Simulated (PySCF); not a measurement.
C4H6ClNSi (charge +1 and doublet state).
Cartesian coordinates in Å at the GFN2-xTB level; atoms count from 1:
```xyz
13
C4H6ClNSi angstrom
C     -0.4497    1.5668    0.1025
C     -0.4700    0.0981    0.0344
C     -1.2940   -0.6680    0.8038
Cl    -2.5666   -0.0554    1.7201
Si     0.7520   -0.7843   -1.1640
C      2.0667   -1.0875    0.1707
N      2.8922   -1.2816    0.9307
H     -0.9997    1.9537    0.9565
H     -0.8696    1.9767   -0.8207
H      0.5744    1.9459    0.1373
H     -1.2021   -1.7473    0.8275
H      1.2998    0.1690   -2.1203
H      0.2624   -2.0857   -1.5962
```

The hyperfine couplings belong to this conformer and change with its torsions.

The species is `C[C+]([CH]Cl)[SiH2]C#N` [radical] (charge +1).

The calculation used PySCF 2.14.0, UKS B3LYP, pcH-1 on C Cl H N Si, non-relativistic, mean-field spin-orbit, GIAO. Isolated species at its GFN2-xTB geometry (one conformer only). A GFN2-xTB geometry isn't a minimum of the functional, and hyperfine couplings can be far from their values at a DFT geometry, by a factor of two or more for some ions and for spin on atoms past the first row. The SCF solution wasn't tested for stability.

Mulliken spin populations: C1 -0.011, C2 +0.380, C3 +0.282, Cl4 +0.243, Si5 -0.015, C6 +0.016, N7 +0.056, H8 -0.002, H9 +0.038, H10 +0.025, H11 -0.012, H12 -0.002, H13 +0.002. Main spin sites, with 60 % or more of the largest population: C2, C3, Cl4; positions count bonds from the nearest.

**Question.** Give the computed dipolar 1H tensors of H8, H9, H10, H12, H13.

**Answer.** 
| atom | position | distance from C2 (Å) | T1 (MHz) | T2 | T3 |
| --- | --- | --- | --- | --- | --- |
| H8 | 2 bonds from C2 | 2.14 | -3.30 | -0.82 | 4.12 |
| H9 | 2 bonds from C2 | 2.10 | -4.51 | -2.11 | 6.62 |
| H10 | 2 bonds from C2 | 2.13 | -4.39 | -3.38 | 7.77 |
| H12 | 2 bonds from C2 | 2.79 | -1.71 | -1.25 | 2.96 |
| H13 | 2 bonds from C2 | 2.82 | -2.04 | -1.57 | 3.61 |

**Question.** Estimate them with point dipoles: put each population ρk at its nucleus, leave out the nucleus itself and the atom bound to it, and sum T = Σ [ρk/(2S)]·C·(3 n nᵀ − 1)/r³ with C = μ0 gₑ μB g_N μN/(4π h) = 79.06 MHz Å³.

**Answer.** 
```csv
atom,T1 (MHz),T2,T3,"T3, computed",difference in T3 (%)
H8,-5.36,-1.66,7.02,4.12,+71
H9,-4.36,-3.37,7.72,6.62,+17
H10,-4.33,-3.05,7.38,7.77,-5
H12,-1.96,-1.68,3.64,2.96,+23
H13,-2.12,-1.87,4.00,3.61,+11
```

In T3 the estimate is closest for H10 (-5 %, 2.13 Å from C2) and worst for H8 (+71 %, 2.14 Å).

The run took 83 s of wall time (grids of density and orbitals included) on one thread of an Arm Neoverse V1, no GPU, shared host with 32 logical CPUs at a one-minute load of 29, and the process peaked at 0.91 GiB of memory.
